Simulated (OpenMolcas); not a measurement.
## OpenMolcas run: Re4+

Input:

```
&GATEWAY
Coord
1

Re 0.0 0.0 0.0
Basis=ANO-RCC-VTZP
Group=XYZ
NoMove
AngMom=0.0 0.0 0.0
AMFI
&SEWARD
&RASSCF
FileOrb=start.orb
Symmetry=1
Spin=4
nActEl=3 0 0
Inactive=15 19
Ras2=5 0
CIRoot=10 10 1
SDav=10
CIMx=300
Iter=120 100
PrWF=0.3
OrbListing=Nothing
MaxOrb=0
Atom
>>> COPY $Project.JobIph JOBPRE
&RASSCF
FileOrb=start.orb
Symmetry=1
Spin=4
nActEl=9 2 0
Inactive=15 16
Ras1=0 3
Ras2=5 0
CIRoot=10 10 1
SDav=454
CIMx=300
Iter=120 100
PrWF=0.3
OrbListing=Nothing
MaxOrb=0
Thrs=2.0e-7 1.0e-1 5.0e-4
Atom
>>> COPY $Project.JobIph JOB001
&RASSCF
FileOrb=start.orb
Symmetry=1
Spin=2
nActEl=9 2 0
Inactive=15 16
Ras1=0 3
Ras2=5 0
CIRoot=40 40 1
SDav=787
CIMx=300
Iter=120 100
PrWF=0.3
OrbListing=Nothing
MaxOrb=0
Thrs=2.0e-7 1.0e-1 5.0e-4
Atom
>>> COPY $Project.JobIph JOB002
&RASSI
NrOfJobIphs=2 10 40
1 2 3 4 5 6 7 8 9 10
1 2 3 4 5 6 7 8 9 10 11 12 13 14 15 16 17 18 19 20 21 22 23 24 25 26 27
28 29 30 31 32 33 34 35 36 37 38 39 40
IphNames
JOB001
JOB002
EJob
SpinOrbit
DIPRint=1.0
SOCoupling=1000.0
Subsets=2
MEES
Property=10
'ANGMOM' 1 'ANGMOM' 2 'ANGMOM' 3 'MLTPL  1' 1 'MLTPL  1' 2 'MLTPL  1' 3
'AMFI' 1 'AMFI' 2 'AMFI' 3 'MLTPL  2' 6
SOProperty=3
'ANGMOM' 1 'ANGMOM' 2 'ANGMOM' 3
```

A driver script runs the steps one by one and writes start.orb anew before each from the orbitals found so far.

Output, cut to the results:

```
--- SEWARD ---
Basis set label: RE.ANO-RCC...8S7P5D3F2G1H.

      Electronic valence basis set:
      ------------------
      Associated Effective Charge  75.000000 au
      Associated Actual Charge     75.000000 au
      Nuclear Model: Point charge

      Shell  nPrim  nBasis  Cartesian Spherical Contaminant
         s      24       8        X
         p      21       7        X
         d      15       5                 X
         f      11       3                 X
         g       4       2                 X
         h       2       1                 X
                  Relativistic Douglas-Kroll-Hess integrals:
                    - DKH order of Hamiltonian: 2
                    - DKH order of Properties : 0
                  Atomic mean-field integrals
--- RASSCF ---
Wave function specifications:
      -----------------------------

      Number of closed shell electrons          62
      Number of electrons in active shells       9
      Max number of holes in RAS1 space          2
      Max nr of electrons in RAS3 space          0
      Number of inactive orbitals               31
      Number of active orbitals                  8
      Number of secondary orbitals              65
      Spin quantum number                      1.5
      State symmetry                             1
Orbital specifications:
      -----------------------

      Symmetry species                           1   2
                                                ag  au
      Frozen orbitals                            0   0
      Inactive orbitals                         15  16
      Active orbitals                            5   3
      RAS1 orbitals                              0   3
      RAS2 orbitals                              5   0
      RAS3 orbitals                              0   0
      Secondary orbitals                        31  34
      Deleted orbitals                           0   0
      Number of basis functions                 51  53
      Number of CSFs                           454
      Number of root(s) required                10
      Iter CI   SX   CI       RASSCF       Energy    max ROT     max BLB   max BLB  Level Ln srch  Step   QN
          iter iter root      energy       change     param      element    value   shift minimum  type update
 Nr of preliminary CI iterations:   1
      Total energies have been shifted. Add               -16000.00 au
        1   1    8    0  -673.38029811    0.00E+00   7.59E-03   16  24 1  5.96E-03*  0.00   0.00    SX    NO
        2   1    8    0  -673.38055850   -2.60E-04*  1.08E-03   19  23 2  4.34E-03*  0.00   0.00    SX    NO
        3   1    8    0  -673.38056512   -6.62E-06*  6.32E-04   13  30 2  3.77E-03*  0.00   0.00    SX    NO
        4   1    8    0  -673.38056579   -6.75E-07*  4.16E-04   13  30 2 -3.68E-03*  0.00   0.00    SX    NO
        5   1    8    0  -673.38056624   -4.47E-07*  2.05E-04   13  30 2  3.60E-03*  0.00   0.51    LS   YES
        6   1    5    0  -673.38057419   -7.94E-06*  1.33E-05   19  23 2  2.50E-05   0.00   1.00    QN   YES
        7   1    4    0  -673.38057419   -1.35E-09   3.13E-06    9  26 2  4.24E-06   0.00   0.88    QN   YES
      Convergence after  7 iterations
        8   1    4    0  -673.38057419   -6.91E-11   3.13E-06   19  23 2  3.76E-07   0.00   0.88    QN   YES
      Natural orbitals and occupation numbers for root  1
      sym 1:   0.188035   0.819458   0.819457   1.001907   0.188032
      sym 2:   1.994654   1.994517   1.993940
      Natural orbitals and occupation numbers for root  2
      sym 1:   0.697291   1.001926   0.310205   0.697275   0.310191
      sym 2:   1.994005   1.994875   1.994231
      Natural orbitals and occupation numbers for root  3
      sym 1:   1.001916   1.001899   0.005588   0.005588   1.001898
      sym 2:   1.994375   1.994367   1.994370
::    RASSCF root number  1 Total energy: -16673.39704094
::    RASSCF root number  2 Total energy: -16673.39704094
::    RASSCF root number  3 Total energy: -16673.39704094
::    RASSCF root number  4 Total energy: -16673.39704094
::    RASSCF root number  5 Total energy: -16673.39704094
::    RASSCF root number  6 Total energy: -16673.39704094
::    RASSCF root number  7 Total energy: -16673.39704094
::    RASSCF root number  8 Total energy: -16673.34215178
::    RASSCF root number  9 Total energy: -16673.34215178
::    RASSCF root number 10 Total energy: -16673.34215178
--- RASSCF ---
Wave function specifications:
      -----------------------------

...
--- RASSI ---
SPIN-FREE ENERGIES:
  (Shifted by EMIN (a.u.) =     -16673.3970409351)

 SF State       Relative EMIN(au)   Rel lowest level(eV)    D:o, cm**(-1)      L_eff

     1             0.0000000000        0.0000000000              0.0000         3.0
     2             0.0000000000        0.0000000000              0.0000         3.0
     3             0.0000000000        0.0000000000              0.0000         3.0
     4             0.0000000000        0.0000000000              0.0000         3.0
     5             0.0000000000        0.0000000000              0.0000         3.0
     6             0.0000000000        0.0000000000              0.0000         3.0
     7             0.0000000000        0.0000000000              0.0000         3.0
     8             0.0548891579        1.4936100776          12046.7777         1.0
     9             0.0548891579        1.4936100776          12046.7777         1.0
    10             0.0548891579        1.4936100776          12046.7777         1.0
    11             0.0630579012        1.7158929049          13839.6096         4.0
    12             0.0630579012        1.7158929049          13839.6096         4.0
    13             0.0630579012        1.7158929049          13839.6096         4.0
    14             0.0630579012        1.7158929049          13839.6096         4.0
    15             0.0630579012        1.7158929049          13839.6096         4.0
    16             0.0630579012        1.7158929049          13839.6096         4.0
    17             0.0630579012        1.7158929049          13839.6096         4.0
    18             0.0630579012        1.7158929049          13839.6096         4.0
    19             0.0630579012        1.7158929049          13839.6096         4.0
    20             0.0762462657        2.0747665862          16734.1211         1.0
    21             0.0762462657        2.0747665862          16734.1211         1.0
...
```

Levels above the lowest, from the spin-orbit matrix, grouped by J:

| Configuration | Term | J | E (cm-1) | Measured (cm-1) | g | Term weight % | Second |
| --- | --- | --- | --- | --- | --- | --- | --- |
| 5d3 | 4F | 3/2 | 0.0 | 0.0 | 0.459 | 87 | 11 2D(1) |
| 5d3 | 4F | 5/2 | 4927 | 4853 | 1.035 | 96 | 4 2D(1) |
| 5d3 | 4F | 7/2 | 9399 | 8973 | 1.212 | 92 | 7 2G |
| 5d3 | 4F | 9/2 | 12936 | 11914 | 1.268 | 74 | 22 2G |
| 5d3 | 4P | 3/2 | 14650 |  | 1.426 | 51 | 32 2P |
| 5d3 | 4P | 1/2 | 16634 | 14325 | 2.168 | 75 | 25 2P |
| 5d3 | 2G | 7/2 | 21798 | 19013 | 0.923 | 90 | 8 4F |
| 5d3 | 2H | 9/2 | 22858 |  | 1.045 | 55 | 25 2G |
| 5d3 | 4P | 5/2 | 23017 | 20922 | 1.563 | 91 | 6 2D(1) |
| 5d3 | 2D(1) | 3/2 | 25856 |  | 1.180 | 48 | 39 4P |
| 5d3 | 2P | 1/2 | 27467 | 23669 | 1.169 | 75 | 25 4P |
| 5d3 | 2H | 11/2 | 31149 | 27077 | 1.091 | 100 |  |
| 5d3 | 2D(1) | 5/2 | 32301 | 28739 | 1.214 | 88 | 6 4P |
| 5d3 | 2G | 9/2 | 33989 |  | 1.042 | 53 | 41 2H |
| 5d3 | 2P | 3/2 | 36818 | 32766 | 1.197 | 59 | 28 2D(1) |
| 5d3 | 2F | 5/2 | 40195 | 34162 | 0.903 | 87 | 11 2D(2) |
| 5d3 | 2F | 7/2 | 40491 | 34625 | 1.135 | 96 | 3 2G |
| 5d3 | 2D(2) | 5/2 | 58718 | 52467 | 1.173 | 85 | 11 2F |
| 5d3 | 2D(2) | 3/2 | 58785 |  | 0.804 | 98 |  |

Against the 13 measured excited levels shown (the list in Brasseur, Gamrath and Quinet, At. Data Nucl. Data Tables 157, 101636 (2024)) the mean absolute deviation is 3300 cm-1; the largest miss in energy is 5d3 2D 5/2(2): computed 58718, measured 52467 cm-1 (+11.9 %), and the largest in proportion 5d3 2F 5/2 (+17.7 %).

Without dynamic correlation excited terms often stand tens of per cent too high (terms of higher spin than the ground term too low), and those without a measured partner can miss by more than the paired ones. Active for correlation alone: 5p; no level in the range computed is led by a configuration that opens it, so any true level of that kind is missing. Computed and measured levels are paired by configuration, term and J; levels that our copy of the source lacks, or whose pairing is in doubt (as where it misses far off the trend of its configuration), stay unpaired and out of the deviations. Only configurations of the active space appear. The first state left out of the spin-orbit step lies near 740000 cm-1 above the lowest spin-free state of the reference (among the parities and spins computed), and the list stops at four fifths of that energy or lower.

The term weight is that of the spin-free term in the level, not the purity of its configuration. A number in round brackets counts repeated terms of one configuration in the order of the reference energies.
